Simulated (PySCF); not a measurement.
O3S, SMILES O=S(=O)=O. The structure is a stationary point at ωB97X-D3(BJ)/def2-TZVP.

TDA-PBE/def2-SVPD run with PySCF 2.14.0 puts the lowest singlet excitations at 4.93, 5.01, 6.62, 6.62, 7.06, 7.06 eV.

### Question
What are the lowest excitation roots from ADC(2)/aug-cc-pVDZ (PySCF 2.14.0)? (An estimate is asked for; the answer gives what the named calculation found.)

### Answer
5.33, 5.41, 6.88, 6.88, 7.67, 7.67 eV. S1 differs by 0.40 eV (second minus first; roots are paired by order, and the bases may differ).
